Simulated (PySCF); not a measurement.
**GeCl⁺: frontier orbitals**

PBE at R = 2.082 Å; Ge def2-SVP, Cl def2-SVP; no relativity (PySCF 2.14). State: ¹Σ⁺ (singlet), closed shell. Only the outer orbitals are listed, counted within each symmetry.

```json
{"orbital": "10σ", "occ.": "2", "ε (eV)": "-27.64", "on Ge (%)": "11", "main shells (%)": "87 Cl s"}
{"orbital": "11σ", "occ.": "2", "ε (eV)": "-19.65", "on Ge (%)": "65", "main shells (%)": "65 Ge s, 24 Cl p, 10 Cl s"}
{"orbital": "5π", "occ.": "2", "ε (eV)": "-15.14", "on Ge (%)": "13", "main shells (%)": "86 Cl p, 12 Ge p"}
{"orbital": "5π", "occ.": "2", "ε (eV)": "-15.14", "on Ge (%)": "13", "main shells (%)": "86 Cl p, 12 Ge p"}
{"orbital": "12σ", "occ.": "2", "ε (eV)": "-15.06", "on Ge (%)": "51", "main shells (%)": "48 Cl p, 27 Ge s, 23 Ge p"}
{"orbital": "6π", "occ.": "0", "ε (eV)": "-10.44", "on Ge (%)": "88", "main shells (%)": "88 Ge p, 12 Cl p"}
{"orbital": "6π", "occ.": "0", "ε (eV)": "-10.44", "on Ge (%)": "88", "main shells (%)": "88 Ge p, 12 Cl p"}
{"orbital": "13σ", "occ.": "0", "ε (eV)": "-6.88", "on Ge (%)": "85", "main shells (%)": "77 Ge p, 17 Cl p"}
```

Problem. Which are the highest filled and the lowest empty level, where do they sit, and how wide is the gap?

Solution. Highest filled 12σ at -15.06 eV (in %: 48 Cl p, 27 Ge s, 23 Ge p); lowest empty 6π at -10.44 eV (in %: 88 Ge p, 12 Cl p); the gap at PBE is 4.62 eV.

- bond order (Mayer): 1.68
- ⟨S²⟩: 0.000
- charge on Ge (Mulliken, basis-dependent): 0.92
- charge on Ge (Löwdin, basis-dependent): 0.68
- dipole moment (positive dipole points towards Cl; it is taken about the centre of mass and depends on that origin): -1.93 D
- polarisability along the bond: 44.4 bohr³
- polarisability across the bond: 20.8 bohr³
